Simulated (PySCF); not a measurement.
Delta-SCF ions had no search for a lower state. Excitations are Tamm–Dancoff values on a coarser integration grid. The basis has no diffuse functions, so Rydberg states are missing or too high.

Z-matrix (Å, degrees):
```
C
H 1 1.0932
H 1 1.0972 2 105.52
C 1 1.4957 2 110.56 3 -121.61
C 4 1.3312 1 125.33 2 150.87
O 5 1.3536 4 126.74 1 -1.18
H 6 0.9623 5 109.56 4 3.96
H 5 1.0829 4 122.01 1 179.54
H 4 1.0832 5 116.71 8 1.93
Si 1 1.8869 2 108.62 3 116.71
H 10 1.4856 1 109.80 2 64.98
H 10 1.4879 11 108.93 1 -119.46
H 10 1.4898 11 108.86 12 -118.26
```
Charge 0, multiplicity 1.

Problem. Predict the vertical ionisation energy (Delta-SCF), HOMO, T1 excitation (TDA), dipole moment, total energy, brightest of the four lowest singlets (TDA), S1 excitation (TDA) and HOMO–LUMO gap from ωB97X-D3(BJ)/def2-TZVP // PBE0-D3(BJ)/def2-TZVP (PySCF).

Solution. 
```
Item                                               Result
-------------------------------------------  ------------
vertical ionisation energy (Delta-SCF)            8.60 eV
HOMO                                             -8.73 eV
T1 excitation (TDA)                               4.36 eV
dipole moment                                   0.258 e·Å
total energy                                 -484.0102 Ha
brightest of the four lowest singlets (TDA)       7.19 eV
S1 excitation (TDA)                               6.14 eV
HOMO–LUMO gap                                    10.91 eV
```
